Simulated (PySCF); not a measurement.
Species: C3H3N2O2S2 (doublet state).
Cartesian coordinates in Å at the GFN2-xTB level; atoms count from 1:
```xyz
12
C3H3N2O2S2 angstrom
C     -1.8702   -0.4094    1.0375
S     -1.2031    0.0621   -0.4930
O     -1.4031   -0.9609   -1.4799
O     -1.5503    1.4162   -0.8188
C      0.5602    0.0669   -0.1129
C      1.6130    0.3800   -0.9927
N      2.7829    0.2896   -0.4062
S      2.5884   -0.1545    1.1364
N      0.9686   -0.2458    1.0962
H     -2.0621    0.3442    1.7714
H     -1.9470   -1.4526    1.2594
H      1.5239    0.6637   -2.0234
```

The hyperfine couplings belong to this conformer and change with its torsions.

As a line formula: `[CH2]S(=O)(=O)c1cnsn1` [radical].

Level of theory: PySCF 2.14.0, UKS B3LYP, pcH-1 on C H N O S, non-relativistic, mean-field spin-orbit, GIAO. Geometry: GFN2-xTB, one conformer, isolated molecule. A GFN2-xTB geometry isn't a minimum of the functional, and hyperfine couplings can be far from their values at a DFT geometry. Stability of the SCF solution: not tested.

Question: Where do the isotropic ENDOR lines of C1, C5, C6, N9 and H10/H11 fall at 333.6 mT, to first order?

Answer: For S = 1/2 in fast tumbling each set of equivalent nuclei gives two lines, ν± = |νn ± a/2| to first order, with νn = g_N μN B/h and μN/h = 7.62259 MHz/T.

```json
{"nuclei": "C1", "isotope": "13C", "g_N": "1.4048", "νn (MHz)": "3.57", "a_iso (MHz)": "104.41", "lower line (MHz)": "48.63", "upper line (MHz)": "55.78"}
{"nuclei": "C5", "isotope": "13C", "g_N": "1.4048", "νn (MHz)": "3.57", "a_iso (MHz)": "7.84", "lower line (MHz)": "0.35", "upper line (MHz)": "7.49"}
{"nuclei": "C6", "isotope": "13C", "g_N": "1.4048", "νn (MHz)": "3.57", "a_iso (MHz)": "0.75", "lower line (MHz)": "3.20", "upper line (MHz)": "3.95"}
{"nuclei": "N9", "isotope": "14N", "g_N": "0.4038", "νn (MHz)": "1.03", "a_iso (MHz)": "11.96", "lower line (MHz)": "4.95", "upper line (MHz)": "7.01"}
{"nuclei": "H10/H11", "isotope": "1H", "g_N": "5.5857", "νn (MHz)": "14.20", "a_iso (MHz)": "-62.17", "lower line (MHz)": "16.88", "upper line (MHz)": "45.29"}
```

The rows for 13C, of low natural abundance, apply to labelled samples.

Question: Which pairs are centred on the nuclear Larmor frequency, and which on half the coupling?

Answer: Centred on νn, since |a| < 2νn: C6. Centred on |a|/2 and split by 2νn: C1, C5, N9 and H10/H11.

Question: At what field would the lower line of N9 fall to zero frequency?

Answer: Where νn = |a|/2, that is B = 5.98 MHz/(0.4038 × 7.62259 MHz/T) = 1940 mT, as far as first order holds there.

The largest Mulliken spin population is on C1 (+1.03). The angles at C1 add up to 359.5°, so it is planar; its axial dipolar tensor and the negative couplings of its protons fit spin in a p orbital normal to that plane.
